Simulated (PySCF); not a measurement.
Zn(OMe)(NH2) (CH5NOZn), SMILES C[O][Zn][NH2].

Geometry optimised at PBE0-D3(BJ)/def2-SVP. The structure was generated by enumeration; whether it is a known compound was not checked. One conformer was computed; it need not be the lowest.

All values below come from PBE0-D3(BJ)/def2-SVP run with PySCF.

Frequencies are harmonic and unscaled.

Computed harmonic wavenumbers and intensities:
```tsv
mode	ν (cm⁻¹)	IR (km/mol)	moving atoms (share of kinetic energy)
1	82	21.0	H 97 %
2	94	8.9	H 54 %, N 25 %, Zn 12 %
3	103	1.6	N 34 %, H 22 %, Zn 21 %, C 21 %
4	160	7.6	O 35 %, H 32 %, Zn 23 %, N 9 %
5	234	15.0	O 36 %, C 21 %, Zn 21 %, H 16 %
6	429	164.5	H 72 %, N 27 %
7	555	12.9	O 48 %, N 23 %, H 14 %, C 12 %
8	720	61.7	N 43 %, Zn 32 %, H 12 %, O 9 %
9	761	29.6	H 88 %, N 11 %
10	1174	0.2	H 77 %, C 19 %
11	1182	94.8	H 50 %, C 29 %, O 21 %
12	1218	170.1	O 38 %, C 32 %, H 29 %
13	1474	0.4	H 96 %
14	1475	1.1	H 96 %
15	1484	47.4	H 87 %, C 12 %
16	1542	12.0	H 91 %, N 9 %
17	2951	142.4	H 97 %
18	3006	92.2	H 90 %, C 10 %
19	3057	64.7	H 91 %, C 9 %
20	3569	7.2	H 96 %
21	3659	11.7	H 92 %, N 8 %
```
